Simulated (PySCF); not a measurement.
Molecule (SMILES): F[C]F (closed-shell singlet).
Geometry (B3LYP-D3(BJ)/def2-TZVP, fixed):
```
C
F 1 1.3036
F 1 1.3036 2 104.75
```
Charge 0, spin multiplicity 1.

Basis-set convergence of the mean static polarisability at PBE with PySCF. All functions are spherical. Density fitting with generated auxiliary sets. No added dispersion term, no relativity. Reference: the value in d-aug-cc-pVTZ, 17.97 bohr³, itself unsure by roughly 0.3 % (its mean distance from aug-pcseg-3, aug-cc-pVQZ, aug-pcseg-2).

```json
[
 {"basis": "6-311G**", "functions": "54", "mean static polarisability (bohr³)": "[?]"},
 {"basis": "6-311+G**", "functions": "66", "mean static polarisability (bohr³)": "15.93"},
 {"basis": "def2-SVPD", "functions": "66", "mean static polarisability (bohr³)": "[?]"},
 {"basis": "Sadlej pVTZ", "functions": "72", "mean static polarisability (bohr³)": "[?]"},
 {"basis": "6-311++G(2d,2p)", "functions": "81", "mean static polarisability (bohr³)": "[?]"},
 {"basis": "aug-cc-pVTZ", "functions": "138", "mean static polarisability (bohr³)": "17.78"},
 {"basis": "cc-pVQZ", "functions": "165", "mean static polarisability (bohr³)": "15.67"},
 {"basis": "aug-cc-pVQZ", "functions": "240", "mean static polarisability (bohr³)": "17.90"},
 {"basis": "aug-pcseg-3", "functions": "255", "mean static polarisability (bohr³)": "17.95"}
]
```

Task: Complete the blanks.

Result: 
- 6-311G**, mean static polarisability (bohr³): 12.30
- def2-SVPD, mean static polarisability (bohr³): 17.22
- Sadlej pVTZ, mean static polarisability (bohr³): 17.75
- 6-311++G(2d,2p), mean static polarisability (bohr³): 16.62
